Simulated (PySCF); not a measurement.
CdHBr, SMILES [CdH][Br].

Geometry: B3LYP-D3(BJ)/def2-TZVP. The def2 effective core potentials stand for the cores of Cd; spin–orbit coupling is left out.

Vertical ionisation energy (IE) and electron affinity (EA) in eV. Rows of orbital energies are one-electron estimates. Where ΔSCF, EOM or ADC give a negative EA the extra electron is unbound and the value depends on the basis.

| level | IE | EA |
|---|---|---|
| −ε(HOMO), −ε(LUMO), B3LYP/def2-TZVPD (PySCF) | ___ | ___ |
| −ε(HOMO), −ε(LUMO), r2SCAN/def2-TZVPD (PySCF) | 7.15 | 1.63 |

**Question.** What belongs in the gaps? (Estimate from the structure and the level; the computed values follow.)

**Answer.** 
- −ε(HOMO), −ε(LUMO), B3LYP/def2-TZVPD (PySCF), IE: 7.83
- −ε(HOMO), −ε(LUMO), B3LYP/def2-TZVPD (PySCF), EA: 1.41
